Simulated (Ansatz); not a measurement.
Cost and result for the atomization energy of `N[SiH2]SS` (9 atoms, 8 bonds).

```csv
atom,x (Å),y (Å),z (Å)
N1,0.7606,-1.0280,-0.6465
Si2,-0.8001,-0.3587,-0.4781
S3,-0.9086,1.7179,0.0961
S4,0.0092,1.5163,1.9348
H5,1.3822,-0.7179,-1.3758
H6,1.2681,-1.3184,0.1734
H7,-1.5042,-1.1483,0.5567
H8,-1.4864,-0.3750,-1.7951
H9,1.2793,1.7120,1.5345
```

The species carries charge 0 and has multiplicity 1. Geometry: relaxed with PBE0-D4/def2-TZVP. It is one conformer, not always the lowest. Program: Ansatz. All runs use 2 threads of an Arm Neoverse V2 on a shared host. Times are those of one run each, without the atoms' runs, and a repeat can differ threefold. Electronic energies, without spin–orbit coupling; frozen cores. CCSD(T)/CBS adds CCSD(T) − MP2 in def2-TZVPP to the MP2 limit, and its time is that of the two runs behind it. T1 = 0.012. B3LYP takes the VWN-RPA correlation (the form of Gaussian; ORCA's B3LYP/G).

CCSD(T)/CBS is a level of theory with its own doubt, some kJ/mol a heavy atom from the limit and from the frozen cores, so smaller differences don't rank the functionals.

```tsv
level	functions	wall time	atomization (kcal/mol)	difference from CCSD(T)/CBS	per bond
CCSD(T)/def2-SVP	93	2.9 s	595.3	-70.2	-8.8
BLYP-D4/def2-TZVPP	227	2.9 s	662.9	-2.6	-0.3
PBE-D4/def2-TZVPP (with forces)	227	3.6 s	673.3	7.8	1.0
BHLYP-D4/def2-TZVPP	227	4.5 s	644.7	-20.8	-2.6
PBE0-D4/def2-TZVPP	227	4.6 s	661.2	-4.3	-0.5
CAM-B3LYP-D4/def2-TZVPP	227	5.5 s	663.6	-1.9	-0.2
B3LYP-D4/def2-TZVPP (with forces)	227	7 s	663.9	-1.6	-0.2
B2PLYP/def2-TZVPP	227	7 s	652.2	-13.3	-1.7
ωB97X-V/def2-TZVPP	227	12 s	670.7	5.2	0.7
B97M-V/def2-TZVPP	227	13 s	669.7	4.2	0.5
MP2/def2-QZVPP	417	24 s	660.8	-4.7	-0.6
CCSD(T)/def2-TZVPP	227	110 s	639.5	-26.0	-3.2
CCSD(T)/CBS(def2)	–	2.2 min	665.5	0.0	0.0
```

From PBE to PBE0 (25 % exact exchange), in def2-TZVPP and without D4, the atomization energy moves by −11.3 kcal/mol: exact exchange takes away binding that semilocal exchange gives to molecules. The D4 term adds +9.3 kcal/mol with B3LYP and +4.8 kcal/mol with PBE0; it sums over pairs of atoms, weighted by their polarisabilities, and B3LYP, whose exchange is more repulsive, gets the larger term. At CCSD(T), def2-SVP lies −70.1 kcal/mol from the extrapolated value and def2-TZVPP −26.0 kcal/mol: correlation converges slowly with the basis, and small sets miss more of it in the bonded molecule than in its fragments.
